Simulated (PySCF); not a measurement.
C4H8OSi, SMILES C1[SiH](C)CC1=O.

Coordinates come from a B3LYP-D3(BJ)/def2-SVP optimisation. This is a generated structure with no PubChem entry under its InChIKey; it may be hypothetical.

Two levels are set side by side: TDDFT-PBE/def2-SVPD (PySCF) and TDDFT-B3LYP/def2-SVPD (PySCF). Vertical, same geometry. The lowest singlet is HOMO→LUMO 100 % with PBE and HOMO→LUMO 98 % with the other functional; states are paired by order. Differences are taken from unrounded values.

| quantity | TDDFT-B3LYP |
|---|---|
| lowest singlet excitation (eV) | 4.22 |
| lowest triplet excitation (TDA) (eV) | 3.74 |
| first bright state (f over 0.05) (eV) | 6.92 |
| its oscillator strength | 0.12 |

### Question
What does TDDFT-PBE give, and how far is it from TDDFT-B3LYP? (An estimate is asked for; the answer gives what the named calculation found.)

### Answer

| quantity | TDDFT-PBE | TDDFT-PBE minus TDDFT-B3LYP |
|---|---|---|
| lowest singlet excitation (eV) | 4.03 | -0.19 |
| lowest triplet excitation (TDA) (eV) | 3.55 | -0.19 |
| first bright state (f over 0.05) (eV) | 6.32 | -0.60 |
| its oscillator strength | 0.09 | -0.03 |

A lower first singlet is the usual sign of a functional without exact exchange. Differences between two approximate levels are no errors against the true value.

Rough cost on one machine, each run with all the roots and properties that it gave: TDDFT-B3LYP against TDDFT-PBE about 5 times.
